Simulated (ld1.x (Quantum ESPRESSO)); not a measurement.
**What one change does to a pseudopotential (magnesium (Mg), PAW)**

```json
{
  "Element": "magnesium",
  "Generator": "ld1.x (Quantum ESPRESSO) 7.5",
  "Type": "PAW",
  "Functional": "PBE",
  "Relativity": "scalar-relativistic",
  "Frozen core": "[He] 2s2",
  "Valence charge": "8",
  "Reference configuration": "2p6 3s1.5 3p0 (charge +0.5)",
  "Partial waves": "3s (bound): rcut 2.60, rcutus 2.75 bohr; 3s channel at 2.3 Ry: rcut 2.60, rcutus 2.75 bohr; 2p (bound): rcut 1.00, rcutus 1.10 bohr; 3p (bound, empty): rcut 1.00, rcutus 1.10 bohr",
  "Local potential": "all-electron potential smoothed inside 1.35 bohr (lloc = -2)",
  "Core correction": "Bessel-smoothed model core inside 0.65 bohr",
  "Augmentation charge": "GAUSS, radius 0.70 bohr"
}
```

All-electron outer shells of the reference configuration (PBE, scalar-relativistic, ld1.x):

```
shell  level (eV)  outermost node (bohr)  outermost maximum (bohr)
   2p      -50.87                      –                      0.48
   3s       -7.92                   0.90                      2.47
   3p       -4.04                   0.95                      3.13
```

Change: wave 3s channel at 2.3 Ry: rcut 2.60, rcutus 2.75 bohr becomes 3s channel at 1.26 Ry: rcut 2.60, rcutus 2.75 bohr.

Cutoffs: the cutoffs (Ry, on a coarse ladder) from which the occupation-weighted sum of valence levels, in a spherical-Bessel basis at the reference potential, stays within 10 and 1 mRy of its value at 400 Ry; they do not see the model core or the augmentation charge, which bear on the density cutoff. Errors are all-electron minus pseudo energies relative to the spin-unpolarised reference configuration.

Q: What does the change do?

A: The potential gets neither clearly harder nor softer (70 Ry and 120 Ry → 70 Ry and 120 Ry); of the 7 tests that both files solve, the error grows in 1 and shrinks in 1 by more than 15 % and 0.3 meV (median size 36.2 → 36.2 meV); the range in which the s phases agree narrows (upper end 4.2 → 2.4); neither file shows a bound ghost.

| quantity | base | changed |
| --- | --- | --- |
| cutoff, loose | 70 Ry | 70 Ry |
| cutoff, tight | 120 Ry | 120 Ry |
| bound ghosts | none | none |
| error for 2p6 3s2 3p0, meV [ΔE -3.14 eV] | +1.6 | +1.3 |
| error for 2p6 3s1 3p0, meV [ΔE 4.82 eV] | +2.7 | +2.3 |
| error for 2p6 3s0 3p0, meV [ΔE 19.84 eV] | +36 | +36 |
| error for 2p5 3s2 3p0, meV [ΔE 55.40 eV] | +94 | +484 |
| error for 2p6 3s0 3p1, meV [ΔE 9.18 eV] | +45 | +45 |
| error for 2p6 3s1 3p1, meV [ΔE 0.35 eV] | +6.8 | +6.9 |
| error for 2p6 3s0 3p2, meV [ΔE 4.04 eV] | +48 | +48 |
| s: phases at 2.99 bohr within 0.05 rad from the reference energy up to (Ry; the scan ends near 5) | 4.2 | 2.4 |
| p: phases at 2.99 bohr within 0.05 rad from the reference energy up to (Ry; the scan ends near 5) | to the end of the scan | to the end of the scan |
| lowest overlap eigenvalue by channel | s 0.75, p 0.38 | s 0.54, p 0.38 |
